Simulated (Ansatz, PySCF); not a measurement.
Input for Ansatz (a program for electronic structure):
Ansatz 0.2 input:
```yaml
crystal:
  periodic: [false, false, false]
  atoms:
    - {symbol: C, position_ang: [-0.54116997, 0.05353428, 0.00083229]}
    - {symbol: O, position_ang: [0.76176720, -0.09588941, -0.01975640]}
    - {symbol: H, position_ang: [-0.92867698, -0.03773698, 1.04276980]}
    - {symbol: H, position_ang: [-0.81706085, 1.11029291, -0.22559941]}
    - {symbol: H, position_ang: [-1.10137993, -0.62664630, -0.66411297]}
basis:
  gaussian:
    orbitals: cc-pVDZ
hamiltonian:
  xc: b3lyp5
magnetization: {spin_polarized: true, initial_magnetization: 1}
accuracy: high
```

Problem. Give the equivalent PySCF input.

Solution. Several could match; the one computed here: 
```python
from pyscf import gto, scf, dft

mol = gto.M(
    atom='''
C    -0.54116997    0.05353428    0.00083229
O     0.76176720   -0.09588941   -0.01975640
H    -0.92867698   -0.03773698    1.04276980
H    -0.81706085    1.11029291   -0.22559941
H    -1.10137993   -0.62664630   -0.66411297
''',
    basis='cc-pvdz',
    spin=1,
    verbose=4,
)

mf = dft.UKS(mol)
mf.xc = 'b3lyp5'
mf.grids.atom_grid = (99, 590)
mf.grids.prune = None
mf.kernel()
```

Both were run: Ansatz gave -114.990834 Eh and PySCF -114.990834 Eh, 0.000 mEh apart.
